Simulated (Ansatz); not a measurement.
Consider the redistribution: `[F][Sn]([F])([F])[GeH3]` + `CO/C(F)=[CH]/[AlH2]` → `C[O][Sn]([F])([F])[GeH3]` + `FC(F)=[CH][AlH2]`.

Calculated with Ansatz (gas phase, PBE0-D4/def2-TZVP geometries, no zero-point term in ΔE). CCSD(T)/CBS is the MP2 limit (def2-TZVPP, def2-QZVPP) plus CCSD(T) − MP2 in def2-TZVPP, frozen cores. Functionals use def2-TZVPP. def2 core potentials past Kr. For Ge, Sn outer-core shells are correlated without core-valence functions, which leaves a few kJ/mol of doubt a bond. Scalar relativity is left out up to krypton. One conformer a species, not always the lowest.

```csv
level,ΔE (kJ/mol),difference from CCSD(T)/CBS
PBE,57.4,4.1
r2SCAN,59.4,6.1
PBE0,56.9,3.6
MP2/def2-TZVPP,52.5,-0.8
CCSD/def2-TZVPP,49.5,-3.8
CCSD(T)/def2-TZVPP,49.8,-3.5
HF/def2-QZVPP,57.9,4.6
MP2/def2-QZVPP,55.4,2.1
SCS-MP2/def2-QZVPP,54.5,1.2
MP2/CBS(def2),56.0,2.7
CCSD(T)/CBS,53.3,0
```

Largest T1 diagnostic among the species: 0.014.

In def2-TZVPP, CCSD(T) changes the Hartree–Fock value by −5.7 kJ/mol (the triples alone add +0.3 kJ/mol) and MP2 by −3.0 kJ/mol.
